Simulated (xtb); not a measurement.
C₃H₉In, singlet, geometry from GFN2-xTB (such geometries of metal compounds can be far from the true shape); GFN1-xTB in xtb 6.7.1.

The xtb input:
```
$ xtb mol.xyz --gfn 1 --etemp 10000 --json

# file mol.xyz
13

In    -0.00027071     0.00058834    -0.00069908
C     -1.54741402    -1.60362658    -0.25516667
H     -1.47645898    -2.03150186    -1.25510468
H     -2.54532539    -1.18425536    -0.13021367
H     -1.39904443    -2.39480853     0.47847392
C     -0.16211960     1.91699700    -1.15548571
H      0.80256149     2.17280153    -1.59247574
H     -0.46352417     2.72452625    -0.48838330
H     -0.90066120     1.82322629    -1.95032013
C      1.71103614    -0.31596421     1.41393740
H      2.33646867     0.57422770     1.46297261
H      2.31750483    -1.15712290     1.07865522
H      1.33272866    -0.54035921     2.41094086
```

The log (banner, timings and long lists left out):

```
   ID    Z sym.   atoms
    1   49 In     1
    2    6 C      2, 6, 10
    3    1 H      3-5, 7-9, 11-13

           -------------------------------------------------
          |                Calculation Setup                |
           -------------------------------------------------

           -------------------------------------------------
          |                 G F N 1 - x T B                 |
           -------------------------------------------------

          ...................................................
          :                      SETUP                      :
          :.................................................:
          :  # basis functions                  40          :
          :  # atomic orbitals                  39          :
          :  # shells                           27          :
          :  # electrons                        24          :
          :  # halogen bonds                     0          :
          :  max. iterations                   250          :
          :  Hamiltonian                  GFN1-xTB          :
          :  restarted?                      false          :
          :  GBSA solvation                  false          :
          :  PC potential                    false          :
          :  electronic temp.        10000.0000000     K    :
          :  accuracy                    1.0000000          :
          :  -> integral cutoff          0.2500000E+02      :
          :  -> integral neglect         0.1000000E-07      :
          :  -> SCF convergence          0.1000000E-05 Eh   :
          :  -> wf. convergence          0.2000000E-04 e    :
          :  Broyden damping             0.4000000          :
          :  net charge                          0          :
          :  unpaired electrons                  0          :
          ...................................................

 iter      E             dE          RMSdq      gap      omega  full diag
   1    -12.8220516 -0.128221E+02  0.734E+00    4.68       0.0  T
   2    -12.8275744 -0.552281E-02  0.447E+00    4.70       1.0  T
   3    -12.8280599 -0.485441E-03  0.398E-01    4.73       1.0  T
   4    -12.8284844 -0.424526E-03  0.775E-02    4.72       1.0  T
   5    -12.8285198 -0.353778E-04  0.364E-02    4.72       1.0  T
   6    -12.8285235 -0.374635E-05  0.824E-04    4.72      33.7  T
   7    -12.8285235 -0.182682E-08  0.132E-04    4.72     210.0  T
[...]
         :: total energy             -12.668278642904 Eh    ::
[...]
     2C    -0.20757 -0.35827   1.014  3.194  0.000
     3H     0.02734  0.07813   0.973  0.000  0.000
     4H     0.02724  0.07805   0.973  0.000  0.000
     5H     0.02698  0.07784   0.973  0.000  0.000
     6C    -0.20746 -0.35819   1.014  3.194  0.000
     7H     0.02722  0.07805   0.973  0.000  0.000
     8H     0.02741  0.07822   0.973  0.000  0.000
     9H     0.02698  0.07783   0.973  0.000  0.000
    10C    -0.20758 -0.35830   1.014  3.194  0.000
    11H     0.02694  0.07780   0.973  0.000  0.000
    12H     0.02737  0.07818   0.973  0.000  0.000
    13H     0.02730  0.07812   0.973  0.000  0.000

Wiberg/Mayer (AO) data.
largest (>0.10) Wiberg bond orders for each atom

 ---------------------------------------------------------------------------
     #   Z sym  total        # sym  WBO       # sym  WBO       # sym  WBO
 ---------------------------------------------------------------------------
     1  49 In   2.001 --    10 C    0.585     2 C    0.585     6 C    0.585
     2   6 C    3.778 --     5 H    0.969     4 H    0.965     3 H    0.963
                             1 In   0.585     6 C    0.145    10 C    0.144
     3   1 H    0.998 --     2 C    0.963
     4   1 H    0.998 --     2 C    0.965
     5   1 H    0.997 --     2 C    0.969
     6   6 C    3.778 --     9 H    0.969     7 H    0.966     8 H    0.963
                             1 In   0.585     2 C    0.145    10 C    0.145
     7   1 H    0.997 --     6 C    0.966
     8   1 H    0.998 --     6 C    0.963
     9   1 H    0.997 --     6 C    0.969
    10   6 C    3.778 --    11 H    0.970    13 H    0.965    12 H    0.964
                             1 In   0.585     6 C    0.145     2 C    0.144
    11   1 H    0.997 --    10 C    0.970
    12   1 H    0.998 --    10 C    0.964
    13   1 H    0.998 --    10 C    0.965
 ---------------------------------------------------------------------------

Topologies differ in total number of bonds
Writing topology from bond orders to xtbtopo.mol

 dipole moment from electron density (au)
     X       Y       Z
  -0.0007   0.0010  -0.0010  total (Debye):    0.004

           -------------------------------------------------
          | TOTAL ENERGY              -12.668278642904 Eh   |
          | GRADIENT NORM               0.016236910097 Eh/α |
          | HOMO-LUMO GAP               4.723265170996 eV   |
           -------------------------------------------------

normal termination of xtb
```
